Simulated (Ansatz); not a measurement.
GeH6O3Si can be A, `[OH][Ge]([OH])([OH])[SiH3]`, or B, `O[SiH](O)[O][GeH3]`.

Isolated molecules relaxed with PBE0-D4/def2-TZVP in Ansatz; ΔE leaves out vibrations. CCSD(T)/CBS is the MP2 limit (def2-TZVPP, def2-QZVPP) plus CCSD(T) − MP2 in def2-TZVPP, frozen cores. Functionals use def2-TZVPP. B3LYP here is the variant with VWN-RPA as its local correlation; programs differ in this. For Ge outer-core shells are correlated without core-valence functions, which leaves a few kJ/mol of doubt a bond. Scalar relativity is left out up to krypton. One conformer a species, not always the lowest.

Which isomer does CCSD(T)/CBS put lower? Give the gap. (Best estimate.)

Ansatz gave: B, by 53.7 kcal/mol.

Give E(B) − E(A) in kcal/mol with HF/def2-TZVPP, r2SCAN-D4, PBE0-D4, PBE-D4, ωB97M-V, CCSD/def2-TZVPP, B3LYP. (Estimate.)

Ansatz gave: HF/def2-TZVPP -60.9, r2SCAN-D4 -52.9, PBE0-D4 -50.1, PBE-D4 -46.2, ωB97M-V -54.5, CCSD/def2-TZVPP -54.5, B3LYP -53.1. None reverses the order clearly.

Largest T1 diagnostic: 0.013.

In def2-TZVPP, CCSD(T) changes the Hartree–Fock value by +7.7 kcal/mol (the triples alone add +1.4 kcal/mol) and MP2 by +6.5 kcal/mol. From PBE to PBE0 (25 % exact exchange), in def2-TZVPP and without D4, E(B) − E(A) moves by −4.0 kcal/mol.
